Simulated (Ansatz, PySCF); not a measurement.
Nb(O)(OH)(NH2)2 (H₅N₂NbO₂), SMILES [NH2][Nb]([NH2])(=[O])[OH], multiplicity 1.

The structure is a stationary point at PBE0-D3(BJ)/def2-SVP. The multiplicity is an assumed one; no other spin state was optimised. The structure was generated by enumeration; whether it is a known compound was not checked. The def2 effective core potentials stand for the cores of Nb; spin–orbit coupling is left out. One conformer was computed; it need not be the lowest.

Vertical ionisation energy (IE) and electron affinity (EA) in eV. Rows of orbital energies are one-electron estimates. Where ΔSCF, EOM or ADC give a negative EA the extra electron is unbound and the value depends on the basis.

```tsv
level	IE	EA
−ε(HOMO), −ε(LUMO), B3LYP/def2-TZVP (PySCF)	7.01	0.82
−ε(HOMO), −ε(LUMO), PBE/def2-TZVP (PySCF)	5.85	1.44
ΔSCF, PBE0/def2-SVPD (Ansatz), final states of multiplicity 2 and 2	9.22	-0.78
ΔSCF, PBE/def2-SVPD (Ansatz), final states of multiplicity 2 and 2	8.91	-0.63
```

Task: What vertical singlet–triplet gap does ΔSCF give with PBE0/def2-SVPD (Ansatz, a quantum-chemistry and plane-wave program) and with PBE/def2-SVPD (Ansatz)? (The exact figures need the calculation; the answer reports its results.)

Result: 4.87 and 4.75 eV (triplet above singlet where positive).
